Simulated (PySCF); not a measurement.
**Two-component Hartree-Fock for Sm⁶⁰⁺ (samarium, charge +60)**

Start: 1s2. Calculated with PySCF 2.14 in an even-tempered Gaussian basis (16 s from 18 bohr⁻², ratio 2.6; 12 p from 24 bohr⁻², ratio 2.6; 6 d from 24 bohr⁻², ratio 2.8; 3 f from 1000 bohr⁻², ratio 2.8): generalised Hartree-Fock with the X2C-1e Hamiltonian and a Gaussian nucleus; spin-orbit coupling (SO) screened by Boettger's factors.

```csv
spinor shell,electrons,"ε, screened SO (eV)",weight of nominal j (screened SO),"rms radius, screened SO (bohr)"
1s1/2,2,-54098.5,1.000,0.0257
```

```
   quantity  screened SO
E (hartree)  -4019.63323
        M_J            0
       ⟨J²⟩        0.000
       ⟨L²⟩        0.000
       ⟨S²⟩        0.000
```

Breit and QED terms are absent; they matter most for the inner s and p1/2 levels.

Densities and radii are taken from the X2C orbitals without a picture-change correction, which distorts them close to the nucleus.
